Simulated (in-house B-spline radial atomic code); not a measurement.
Au. Computed with a B-spline radial atomic code. Model: all-electron spherical atom, spin shells full or empty, radial basis limit, no spin-orbit coupling, Breit or QED, empty-state partial waves extrapolated as (l+1/2)^-4, RPA, G0W0 and static COHSEX of the highest shell as one setting changes (uncorrelated shells keep exact exchange).

In a row where one electron alone is correlated, RPA and GW hold only self-correlation.

Without the two-electron picture change, core correlation of heavy ions comes too large.

Given: element Au; charge 0; filled core Xe; hamiltonian one-electron scalar X2C; mean-field start Hartree-Fock; highest l of empty states 9; nuclear rms radius 5.4371 fm; highest mean-field shell 6s up.

Shell: 4f 7 7, 5d 5 5, 6s 1 0 (electrons up and down).

```json
{"lowest nl shells left uncorrelated": "0", "RPA correlation energy (hartree)": "-6.6475", "G0W0 level (eV)": "-9.2286", "G0W0 minus most complete (meV)": "0", "COHSEX level (eV)": "-10.425"}
{"lowest nl shells left uncorrelated": "1", "RPA correlation energy (hartree)": "-6.4123", "G0W0 level (eV)": "-9.2286", "G0W0 minus most complete (meV)": "0.1", "COHSEX level (eV)": "-10.424"}
{"lowest nl shells left uncorrelated": "2", "RPA correlation energy (hartree)": "-6.2016", "G0W0 level (eV)": "-9.229", "G0W0 minus most complete (meV)": "-0.4", "COHSEX level (eV)": "-10.425"}
{"lowest nl shells left uncorrelated": "3", "RPA correlation energy (hartree)": "?", "G0W0 level (eV)": "?", "G0W0 minus most complete (meV)": "?", "COHSEX level (eV)": "?"}
{"lowest nl shells left uncorrelated": "4", "RPA correlation energy (hartree)": "-5.3982", "G0W0 level (eV)": "-9.2304", "G0W0 minus most complete (meV)": "-1.7", "COHSEX level (eV)": "-10.429"}
{"lowest nl shells left uncorrelated": "5", "RPA correlation energy (hartree)": "-4.7974", "G0W0 level (eV)": "-9.2297", "G0W0 minus most complete (meV)": "-1.1", "COHSEX level (eV)": "-10.428"}
{"lowest nl shells left uncorrelated": "6", "RPA correlation energy (hartree)": "-3.8076", "G0W0 level (eV)": "-9.2249", "G0W0 minus most complete (meV)": "3.7", "COHSEX level (eV)": "-10.419"}
{"lowest nl shells left uncorrelated": "7", "RPA correlation energy (hartree)": "?", "G0W0 level (eV)": "?", "G0W0 minus most complete (meV)": "?", "COHSEX level (eV)": "?"}
{"lowest nl shells left uncorrelated": "8", "RPA correlation energy (hartree)": "-3.0797", "G0W0 level (eV)": "-9.2362", "G0W0 minus most complete (meV)": "-7.6", "COHSEX level (eV)": "-10.447"}
{"lowest nl shells left uncorrelated": "9", "RPA correlation energy (hartree)": "-2.1665", "G0W0 level (eV)": "-9.2218", "G0W0 minus most complete (meV)": "6.8", "COHSEX level (eV)": "-10.424"}
{"lowest nl shells left uncorrelated": "10", "RPA correlation energy (hartree)": "-1.9848", "G0W0 level (eV)": "-9.2498", "G0W0 minus most complete (meV)": "-21.1", "COHSEX level (eV)": "-10.478"}
{"lowest nl shells left uncorrelated": "11", "RPA correlation energy (hartree)": "-0.81347", "G0W0 level (eV)": "-9.1699", "G0W0 minus most complete (meV)": "58.8", "COHSEX level (eV)": "-10.353"}
{"lowest nl shells left uncorrelated": "12", "RPA correlation energy (hartree)": "-0.47426", "G0W0 level (eV)": "-9.1387", "G0W0 minus most complete (meV)": "89.9", "COHSEX level (eV)": "-10.319"}
{"lowest nl shells left uncorrelated": "13", "RPA correlation energy (hartree)": "-0.0091431", "G0W0 level (eV)": "-8.2592", "G0W0 minus most complete (meV)": "969.5", "COHSEX level (eV)": "-8.7421"}
```

Problem. What follows for lowest nl shells left uncorrelated = 7?

Solution. RPA correlation energy -3.6249 hartree; G0W0 level -9.2354 eV; G0W0 minus most complete -6.8 meV; COHSEX level -10.443 eV.

Problem. What follows for lowest nl shells left uncorrelated = 3?

Solution. RPA correlation energy -5.5934 hartree; G0W0 level -9.2285 eV; G0W0 minus most complete 0.1 meV; COHSEX level -10.424 eV.
